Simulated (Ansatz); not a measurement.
System: BAs₂H₄, charge 0, doublet. BAs2H4 (SMILES [AsH2][B][AsH2], doublet).
B3LYP-D3(BJ)/def2-TZVP minimum from Ansatz (a first-principles code):
```xyz
7

B      0.2494    -0.3918    -0.4807
As     0.2108    -1.3231     1.2663
H      0.1092    -2.7469     0.7464
H     -1.2738    -1.1888     1.5913
As    -0.1519     1.4239    -1.1610
H     -1.6302     1.5103    -0.7936
H     -0.3932     1.0578    -2.6154
```
Charge 0, spin multiplicity 2.

Total energies in hartree (Ansatz). Open shells are spin-unrestricted; no spin-orbit coupling. Cores are frozen in correlated methods (noble-gas shells, and filled d and f shells in the p block). No relativity. For partners of very few electrons the exact lower level stands in for a higher one.

```csv
species,HF/cc-pVTZ,CCSD(T)/cc-pVTZ,HF/cc-pVQZ,CCSD(T)/cc-pVQZ,CCSD(T)/cc-pVDZ,CCSDT(Q)/cc-pVDZ
"1: BAs2H4 (SMILES [AsH2][B][AsH2], doublet)",-4495.43001,-4495.85607,-4495.43806,-4495.88751,-4495.62735,-4495.62974
2: B (doublet),-24.53207,-24.59810,-24.53297,-24.60084,-24.58941,-24.58977
3: As (quartet),-2234.23714,-2234.32576,-2234.23956,-2234.33229,-2234.23709,-2234.23734
4: H (doublet),-0.49981,-0.49981,-0.49995,-0.49995,-0.49928,-0.49928
```

Work out the atomisation energy (electronic, to ground-state atoms) in kcal/mol: take Hartree-Fock from cc-pVQZ, extrapolate the CCSD(T) correlation energy as X^-3 (X = 3, 4), and add CCSDT(Q) - CCSD(T) in cc-pVDZ. 1 hartree = 627.51 kcal/mol.


Species 1: correlation (64·(-0.44945) - 27·(-0.42606))/37 = -0.46652; step -0.00239; E1 = -4495.43806 + (-0.46652) + (-0.00239) = -4495.90697
Species 2: correlation (64·(-0.06787) - 27·(-0.06603))/37 = -0.06921; step -0.00036; E2 = -24.53297 + (-0.06921) + (-0.00036) = -24.60254
Species 3: correlation (64·(-0.09273) - 27·(-0.08862))/37 = -0.09573; step -0.00025; E3 = -2234.23956 + (-0.09573) + (-0.00025) = -2234.33554
Species 4: correlation (64·(0.00000) - 27·(0.00000))/37 = 0.00000; step +0.00000; E4 = -0.49995 + (0.00000) + (+0.00000) = -0.49995
-1·E1 +1·E2 +2·E3 +4·E4 = 0.63355 hartree = 397.6 kcal/mol.
